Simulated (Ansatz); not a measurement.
Total energies of GeH5Sb (`[GeH3][SbH2]`).

| atom | x (Å) | y (Å) | z (Å) |
| --- | --- | --- | --- |
| Ge1 | 0.032 | -0.515 | -0.815 |
| Sb2 | -0.590 | 1.394 | 0.869 |
| H3 | 0.956 | -1.572 | -0.191 |
| H4 | -1.261 | -1.198 | -1.293 |
| H5 | 0.733 | 0.107 | -2.035 |
| H6 | -0.909 | 0.251 | 2.098 |
| H7 | 1.039 | 1.532 | 1.366 |

Charge 0, multiplicity 1. Correlated methods include outer-core shells of Ge, Sb, which these sets cover unevenly. Scalar relativity is left out up to krypton. Sb: def2 effective core potential. Geometry: relaxed with PBE0-D4/def2-TZVP. Basis def2-TZVPP, the Gaussian-basis code of Ansatz.

RPA on PBE orbitals: Hartree–Fock energy of these orbitals -2317.48111 Eh, correlation -0.96979 Eh (frozen core).

| functional | energy without D4 (Eh) | D4 term (kJ/mol) |
| --- | --- | --- |
| LDA (SPW92) | -2316.67486 | – |
| PBE | -2319.91963 | -13.1 |
| revPBE | -2320.13880 | -33.5 |
| BLYP | -2320.24491 | -28.0 |
| r2SCAN | -2320.33445 | -2.9 |
| B3LYP | -2320.38945 | -21.5 |
| r2SCANh | -2320.31428 | -3.2 |
| r2SCAN0 | -2320.28517 | -3.6 |
| HSE06 (plane-wave form) | -2319.98943 | -10.6 |
| BHLYP | -2320.16138 | -19.6 |
| CAM-B3LYP | -2320.35779 | -11.6 |
| ωB97X-V | -2320.04206 | – |
| ωB97M-V | -2320.07488 | – |
| PBE-QIDH | -2319.46395 | – |

**Question.** Give the same for B97M-V, PBE0, LC-ωPBE, B2PLYP. (Estimate.)

**Answer.** Ansatz gave: 
| functional | energy without D4 (Eh) | D4 term (kJ/mol) |
| --- | --- | --- |
| B97M-V | -2319.86542 | – |
| PBE0 | -2319.99157 | -11.1 |
| LC-ωPBE | -2320.01516 | – |
| B2PLYP | -2319.66540 | – |

B3LYP takes the VWN-RPA correlation (the form of Gaussian; ORCA's B3LYP/G). HSE06 is the plane-wave form, built on full-range PBE exchange. The double hybrids freeze the cores in their second-order part.

LC-ωPBE has ω = 0.4 bohr⁻¹.
